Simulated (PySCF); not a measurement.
**Working out the ionisation energy of Ti**

Ti [Ar] 3d2 4s2 (3F) → Ti⁺ [Ar] 3d2 4s1 (4F). Computed with PySCF 2.14 in cc-pVDZ-DK (6s5p3d1f, 43 functions), with scalar relativity by spin-free X2C-1e. Frozen: [Ar]. Energies in hartree (1 hartree = 27.21139 eV):

```
             part   Ti (lower)  Ti⁺ (upper)
              UHF  -852.744636  -852.540151
MP2 opposite-spin    -0.027016     0.000000
    MP2 same-spin    -0.007984    -0.008124
```

Problem. What does Hartree-Fock give?

Solution. (-852.540151) − (-852.744636) = 0.204485 hartree = 5.564 eV.

Problem. What do MP2 and SCS-MP2 (6/5 opposite-spin, 1/3 same-spin) give?

Solution. The opposite-spin parts differ by 0.735 eV and the same-spin parts by -0.004 eV. MP2: 5.564 + (0.735) + (-0.004) = 6.295 eV. SCS-MP2: 5.564 + 1.2 × (0.735) + (-0.004)/3 = 6.445 eV.

Measured between the centres of the two terms (NIST): 6.828 eV, so MP2 (valence) is off by -0.533 eV.

A double-zeta basis recovers only part of the correlation energy.

What remains against the reference includes basis incompleteness, the frozen core and correlation beyond second order.
